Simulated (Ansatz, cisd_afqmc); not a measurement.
System: CdS, charge 0, singlet. CdS (SMILES [S]=[Cd]).
B3LYP-D3(BJ)/def2-TZVP minimum from Ansatz (a first-principles code):
```
Cd
S 1 2.2686
```

Total energies in def2-SVP, 18 correlated electrons, 9 frozen orbitals. UHF or UKS for unpaired electrons; spin-orbit terms are left out. Cores are frozen in correlated methods (noble-gas shells, and filled d and f shells in the p block). Past Kr the def2 sets carry scalar-relativistic core potentials. AFQMC is phaseless with a CISD trial state; ± is one standard error, without the phaseless bias. Outlying blocks are dropped, and bars are widened where a walk drifts. Over all cases where full CI ran beside it in this data, AFQMC minus full CI had a median of +0.1 mEh and passed +0.4 mEh in a tenth of the cases. The restricted determinant of CdS ([S]=[Cd], singlet) is unstable towards broken spin symmetry in at least one set run.

The bar of a AFQMC/CISD walk is widened from 0.40 to 0.52 mEh, since its error had not levelled off in the blocking analysis.

```tsv
method	program	energy (Eh)	minus CCSDTQ (mEh)
HF	Ansatz	-564.18697	424.96
MP2	Ansatz	-564.59615	15.78
CCSD	Ansatz	-564.59606	15.86
CCSD(T)	Ansatz	-564.61044	1.49
CCSDT(Q)	Ansatz	-564.61218	-0.26
CCSDTQ	Ansatz	-564.61193	0.00
AFQMC/CISD	cisd_afqmc	-564.6112 ± 0.0006	0.7 ± 0.6
```

Rough core times of Ansatz's runs on a shared machine: CCSD(T) under 20 s, CCSDT(Q) 50 s, CCSDTQ 50 min.
